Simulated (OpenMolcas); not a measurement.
O: from CASSCF to CASPT2

```json
{"Program": "OpenMolcas", "Basis": "ANO-RCC-VDZP [3s2p1d]", "Scalar Hamiltonian": "DKH2, point nucleus", "Active space": "6 electrons in 4 orbitals (2s 2p)", "State averaging": "2S+1 = 3 even, 3 roots; 2S+1 = 1 even, 6 roots", "Spin-orbit coupling": "state interaction with AMFI integrals over the reference wave functions, term energies averaged over their components"}
```

Methods on the same reference wave functions:
A. CASSCF
B. SS-CASPT2, IPEA 0.25 Eh, imaginary shift 0.1 Eh (closed shells correlated: 1s)

Energies in cm⁻¹ above 2s² 2p⁴ ³P₂, the measured ground level; measured values from NIST Handbook of Basic Atomic Spectroscopic Data.

```tsv
Level	A	B	Measured
2s² 2p⁴ ³P₂	0.0	0.0	0.0
2s² 2p⁴ ³P₁	152	152	158
2s² 2p⁴ ³P₀	226	226	227
2s² 2p⁴ ¹D₂	17607	16620	15868
2s² 2p⁴ ¹S₀	31858	33890	33793
```

Deviations, from unrounded energies. A percentage is the sum of absolute deviations over the sum of measured energies, with the sign that they share, or ± where signs differ.

```
                        Against measurement  Levels     A     B
             mean absolute deviation (cm-1)       4   920   210
      fine structure of the ground term (%)       2  -1.9  -1.8
other terms of the ground configuration (%)       2  ±7.4  +1.7
```

B lies closest to measurement on these levels. The largest miss of B in the table is 2s² 2p⁴ ¹D₂, by +760 cm-1. The ranking rests on the paired levels alone, and a cruder setting can come out closer through cancelling errors.

From A to B the spin-free energies of the other terms of 2s² 2p⁴ shown, above ³P, scale by factors of 0.94 to 1.06.

The lowest spin-free term lies below A's lowest term by 0.114 hartree in B.

Term energies are means over components that CASPT2 splits; among the terms shown or strongly mixed into the levels shown the widest spread is 94 cm-1 (2s² 2p⁴ ¹D, B). Without dynamic correlation excited terms often stand tens of per cent too high (terms of higher spin than the ground term too low), and those without a measured partner can miss by more than the paired ones (holds for A). Measured partners are found by configuration, term and J. A level has none where our copy of the source lacks it or the pairing is in doubt (some pairs that miss far off the trend of their configuration count as doubtful), and it then counts in no deviation. Only configurations of the active space appear.
